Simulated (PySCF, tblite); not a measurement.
C5H10Si.
Structure used (GFN2-xTB), in Å, numbered top down from 1:
```
atom  x, y, z in Å
C1     2.451    1.359    0.546
C2     1.364    0.844    1.098
Si3    0.643   -0.852    0.699
C4    -1.082   -0.593   -0.038
C5    -2.175   -1.112    0.504
C6    -1.156    0.244   -1.281
H7     3.020    0.817   -0.192
H8     2.827    2.340    0.798
H9     0.835    1.440    1.834
H10    1.501   -1.530   -0.282
H11    0.543   -1.649    1.928
H12   -3.157   -0.958    0.082
H13   -2.137   -1.716    1.395
H14   -0.565   -0.213   -2.074
H15   -0.739    1.233   -1.092
H16   -2.182    0.354   -1.628
```

Computed with CAM-B3LYP/def2-SVPD in PySCF (dipole) on a GFN2-xTB geometry, gas phase.

Masses are those of the commonest isotopes; rigid-rotor values at the optimised geometry. The values belong to one conformer with, in the numbering `[CH2:1]=[CH:2][SiH2:3][C:4](=[CH2:5])[CH3:6]`, C1–C2–Si3–C4 -117°, C2–Si3–C4–C5 -121°.

(1) What are A, B and C (MHz)?

(2) What kind of rotor is it?

(3) Is it planar, by Δ = Ic − Ia − Ib?

(4) List the rotational levels J(Ka,Kc) to J = 5 (cm⁻¹).

(5) Which lines would a microwave search look for?

(6) Estimate the classical rotational partition function at 10 K, 200 K and 298.15 K.

Answers

(1) Ia = 100.49, Ib = 306.32, Ic = 359.65 u·Å²; 505379 MHz·u·Å²/I gives A = 5029, B = 1650, C = 1405 MHz.

(2) An asymmetric top; Ray's κ = -0.865.

(3) Not planar: Δ = Ic − Ia − Ib = -47.16 u·Å². For a rigid frame Δ = −2 Σ m c², so Σ m c² = 23.58 u·Å² lies off the ab plane: 10.62 from hydrogen and 12.96 from heavier atoms. The atom farthest from that plane is 1.84 Å away.

(4) Above 0(0,0):
J = 1: 1(0,1) 0.1019, 1(1,1) 0.2146, 1(1,0) 0.2228
J = 2: 2(0,2) 0.3053, 2(1,2) 0.4103, 2(1,1) 0.4348, 2(2,1) 0.7729, 2(2,0) 0.7733
J = 3: 3(0,3) 0.6093, 3(1,3) 0.7035, 3(1,2) 0.7524, 3(2,2) 1.0786, 3(2,1) 1.0807, 3(3,1) 1.6628, 3(3,0) 1.6629
J = 4: 4(0,4) 1.0127, 4(1,4) 1.0940, 4(1,3) 1.1755, 4(2,3) 1.4859, 4(2,2) 1.4922, 4(3,2) 2.0713, 4(3,1) 2.0714, 4(4,1) 2.8881, 4(4,0) 2.8881
J = 5: 5(0,5) 1.5140, 5(1,5) 1.5814, 5(1,4) 1.7034, 5(2,4) 1.9945, 5(2,3) 2.0090, 5(3,3) 2.5821, 5(3,2) 2.5825, 5(4,2) 3.3986, 5(4,1) 3.3986, 5(5,1) 4.4488, 5(5,0) 4.4488
Those of J = 1 are B + C, A + C and A + B.

(5) The dipole components are |μa| = 0.14 D, |μb| = 0.62 D, |μc| = 0.20 D. The squared components, which scale the intensities, stand as 0.06 : 1.00 : 0.11 (a : b : c). Some lines, for components of 0.1 D or more:

```csv
type,branch,"J(Ka,Kc)",MHz,lower level (cm⁻¹)
c,Q,"3(1,3) ← 3(0,3)",2823,0.609
a,R,"1(0,1) ← 0(0,0)",3055,0.000
b,Q,"2(1,1) ← 2(0,2)",3881,0.305
a,R,"3(1,2) ← 2(1,1)",9524,0.435
a,R,"4(2,2) ← 3(2,1)",12336,1.081
b,R,"4(1,4) ← 3(0,3)",14530,0.609
c,Q,"5(3,3) ← 5(2,3)",17181,2.009
c,R,"3(2,2) ← 2(1,2)",20036,0.410
c,R,"4(3,2) ← 3(2,2)",29759,1.079
b,R,"4(4,1) ← 3(3,0)",36732,1.663
b,R,"5(4,1) ← 4(3,2)",39791,2.071
```

(6) Point group C1, symmetry number σ = 1; q = (√π/σ)·√((kT/h)³/(ABC)), k/h = 20836.6 MHz/K: 1560 at 10 K, 140000 at 200 K, 254000 at 298.15 K.

Its GFN2-xTB frequencies are all real (lowest 32 cm⁻¹). Zero-point vibration and centrifugal distortion are left out. A rigid rotor knows nothing of internal rotation, which can split or shift real lines.
